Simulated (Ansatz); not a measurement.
Ansatz (an electronic-structure program) input (CCSD(T)/cc-pVDZ):

Ansatz 0.2 input:
```yaml
crystal:
  periodic: [false, false, false]
  atoms:
    - {symbol: C, position_ang: [3.39043913, -0.41075101, -0.42109142]}
    - {symbol: C, position_ang: [2.57449771, -0.13897755, 0.79070831]}
    - {symbol: C, position_ang: [1.26995906, 0.57053661, 0.70216106]}
    - {symbol: C, position_ang: [0.12215646, -0.30640877, 0.15680640]}
    - {symbol: C, position_ang: [-1.20399009, 0.44393348, 0.06695602]}
    - {symbol: C, position_ang: [-2.33225358, -0.41721068, -0.48155188]}
    - {symbol: O, position_ang: [-3.58642515, 0.25680684, -0.51335140]}
    - {symbol: H, position_ang: [3.38639667, 0.44455791, -1.10455141]}
    - {symbol: H, position_ang: [4.42722852, -0.64322581, -0.17099357]}
    - {symbol: H, position_ang: [3.00753330, -1.26721253, -0.99812865]}
    - {symbol: H, position_ang: [2.82327933, -0.65542159, 1.71039841]}
    - {symbol: H, position_ang: [1.36774155, 1.44417195, 0.04517411]}
    - {symbol: H, position_ang: [0.97730399, 0.94802140, 1.68635274]}
    - {symbol: H, position_ang: [0.00656423, -1.18251160, 0.80229963]}
    - {symbol: H, position_ang: [0.39987927, -0.68533694, -0.83148947]}
    - {symbol: H, position_ang: [-1.49408149, 0.81462855, 1.05432093]}
    - {symbol: H, position_ang: [-1.08006192, 1.32463768, -0.57516259]}
    - {symbol: H, position_ang: [-2.48744051, -1.28686006, 0.15966131]}
    - {symbol: H, position_ang: [-2.06772314, -0.79101558, -1.47967363]}
    - {symbol: H, position_ang: [-3.50007095, 1.03437958, -1.07532735]}
basis:
  gaussian:
    orbitals: cc-pVDZ
magnetization: {spin_polarized: true, initial_magnetization: 1}
correlation: {method: ccsd_t, electrons: outside_noble_gas}
```

End of the output:

```
integrals: 0.81 GiB planned
1474 factors; integrals over basis functions are off by at most 1.1e-3 eV
0.66 GiB of device memory are held for the factors and their scratch space
mean field: 1.24 GiB planned
mean field evaluation 1: about -8419.8405 eV, gradient 2.9e1 eV
mean field evaluation 2: about -8420.1313 eV, gradient 2.9e1 eV
mean field evaluation 4: about -8424.8983 eV, gradient 3.8e0 eV
mean field evaluation 8: about -8425.0097 eV, gradient 1.9e-1 eV
mean field evaluation 16: about -8419.8376 eV, gradient 2.9e1 eV
mean field -8425.01036744 eV, -309.6134203263 hartree, gradient 2.3e-6 eV, S^2 0.763756; 0 other end points of the search recorded, 0 dependent functions left out
7 core orbitals not correlated
reference -8425.01036744 eV, -309.6134203263 hartree; 22, 21 occupied and 134, 135 virtual orbitals, 1474 factors
second order -27.73653211 eV of doubles, -0.00000000 eV of singles
coupled cluster: 6.42 GiB planned
cycle   1  -29.28982108 eV  change    -1.6e0 eV  update   1.0e-1
cycle   2  -30.02491442 eV  change   -7.4e-1 eV  update   3.1e-2
cycle   3  -30.15705406 eV  change   -1.3e-1 eV  update   1.4e-2
cycle   4  -30.16146261 eV  change   -4.4e-3 eV  update   4.4e-3
cycle   5  -30.16122444 eV  change    2.4e-4 eV  update   2.0e-3
cycle   6  -30.16134366 eV  change   -1.2e-4 eV  update   7.9e-4
cycle   7  -30.16117412 eV  change    1.7e-4 eV  update   3.1e-4
cycle   8  -30.16113143 eV  change    4.3e-5 eV  update   1.0e-4
cycle   9  -30.16114011 eV  change   -8.7e-6 eV  update   4.4e-5
perturbative correction -0.85456347 eV, -0.0314046283 hartree
Total energy: -8456.02607102 eV, -310.7532264096 hartree
```

It need not be the lowest isomer of its formula.
